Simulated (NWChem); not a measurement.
System: C3H7O, doublet; SMILES C[CH]CO

Input file for NWChem:

```
start job
memory heap 200 mb stack 900 mb global 1100 mb
geometry units angstroms noautoz
  C     -0.040817    -1.902668    -0.122374
  C      0.452231    -0.518701     0.081870
  C     -0.464627     0.649791     0.140320
  O      0.180358     1.876808    -0.079173
  H     -0.867642    -1.939649    -0.851718
  H      0.756673    -2.575234    -0.474212
  H     -0.433006    -2.349335     0.815008
  H      1.462426    -0.359389     0.477455
  H     -1.314467     0.490701    -0.560400
  H     -0.929125     0.731283     1.145376
  H      0.660509     1.799025    -0.910710
end
basis spherical
  * library 6-31g*
end
dft
  odft
  mult 2
  xc slater vwn_5
  iterations 150
  mulliken
end
task dft energy
```

Excerpt of the output:

```
             Northwest Computational Chemistry Package (NWChem) 7.3.0
             --------------------------------------------------------

 C1  symmetry detected

                             Geometry "geometry" -> ""
                             -------------------------

 Output coordinates in angstroms (scale by  1.889725989 to convert to a.u.)

  No.       Tag          Charge          X              Y              Z
 ---- ---------------- ---------- -------------- -------------- --------------
    1 C                    6.0000    -0.04727326    -1.90876783    -0.10378945
    2 C                    6.0000     0.42671773    -0.52412866     0.13763031
    3 C                    6.0000    -0.48964543     0.64569484     0.10284388
    4 O                    8.0000     0.17512087     1.87065695    -0.06240479
    5 H                    1.0000    -0.80205815    -1.94926023    -0.90728805
    6 H                    1.0000     0.77860421    -2.58432003    -0.37523178
    7 H                    1.0000    -0.52644481    -2.34932593     0.79527219
    8 H                    1.0000     1.39558935    -0.36352736     0.62533591
    9 H                    1.0000    -1.27023206     0.48329407    -0.67359458
   10 H                    1.0000    -1.04628465     0.73377416     1.05936451
   11 H                    1.0000     0.73106495     1.78731958    -0.84472827

 Effective nuclear repulsion energy (a.u.)     121.9506358590

                                 NWChem DFT Module
                                 -----------------

 Summary of "ao basis" -> "ao basis" (spherical)
 ------------------------------------------------------------------------------
       Tag                 Description            Shells   Functions and Types
 ---------------- ------------------------------  ------  ---------------------
 C                           6-31g*                  6       14   3s2p1d
 O                           6-31g*                  6       14   3s2p1d
 H                           6-31g*                  2        2   2s

            General Information
            -------------------
          SCF calculation type: DFT
          Wavefunction type:  spin polarized.
          No. of atoms     :    11
          No. of electrons :    33
           Alpha electrons :    17
            Beta electrons :    16
          Charge           :     0
          Spin multiplicity:     2
          Use of symmetry is: off; symmetry adaption is: off
          Maximum number of iterations: 150
          AO basis - number of functions:    70
                     number of shells:    38
          Convergence on energy requested:  1.00D-06
          Convergence on density requested:  1.00D-05
          Convergence on gradient requested:  5.00D-04

              XC Information
              --------------
                        Slater Exchange Functional  1.000 local
                      VWN V Correlation Functional  1.000 local

             Grid Information
             ----------------
          Grid used for XC integration:  medium
          Radial quadrature: Mura-Knowles
          Angular quadrature: Lebedev.
          Tag              B.-S. Rad. Rad. Pts. Rad. Cut. Ang. Pts.
          ---              ---------- --------- --------- ---------
          C                   0.70       49          10.0       434
          O                   0.60       49          11.0       434
          H                   0.35       45          11.0       434
          Grid pruning is: on
          Number of quadrature shells:   511
          Spatial weights used:  Erf1

      Superposition of Atomic Density Guess
      -------------------------------------

 Sum of atomic energies:        -191.22274245

      Non-variational initial energy
      ------------------------------

 Total energy =    -193.445203
 1-e energy   =    -499.531103
 2-e energy   =     184.135264
 HOMO         =      -0.112040
 LUMO         =       0.142683

     ---------------------------------------------
      Total Density - Mulliken Population Analysis
     ---------------------------------------------

    Atom       Charge   Shell Charges
 -----------   ------   -------------------------------------------------------
    1 C    6     6.68   2.00  0.71  2.03  0.68  1.23  0.03
    2 C    6     6.24   2.00  0.73  1.84  0.60  1.04  0.03
    3 C    6     5.99   2.00  0.69  1.79  0.57  0.88  0.07
    4 O    8     8.87   2.00  0.93  3.07  0.92  1.94  0.02
    5 H    1     0.77   0.46  0.31
    6 H    1     0.77   0.46  0.30
    7 H    1     0.77   0.45  0.31
    8 H    1     0.80   0.47  0.33
    9 H    1     0.82   0.48  0.34
   10 H    1     0.80   0.47  0.33
   11 H    1     0.48   0.37  0.12

     --------------------------------------------
      Spin Density - Mulliken Population Analysis
     --------------------------------------------

    Atom       Charge   Shell Charges
 -----------   ------   -------------------------------------------------------
    1 C    6     0.01   0.00  0.00  0.01  0.00 -0.00  0.01
    2 C    6     0.76   0.00  0.00  0.40  0.01  0.35  0.00
    3 C    6     0.03  -0.00  0.00  0.01  0.00  0.01  0.01
    4 O    8     0.01   0.00  0.00  0.01 -0.00  0.00  0.00
    5 H    1     0.01   0.01  0.01
    6 H    1     0.01   0.01  0.01
    7 H    1     0.06   0.03  0.03
    8 H    1     0.00   0.00  0.00
    9 H    1     0.02   0.01  0.01
   10 H    1     0.06   0.03  0.03
   11 H    1     0.02   0.00  0.02

[...]
```

Level: LDA (Slater exchange, VWN5)/6-31G* (spherical d), spin-unrestricted. Coordinates come from a PBE0/def2-SVP, spin-unrestricted optimisation. No stability test was run on the SCF state.
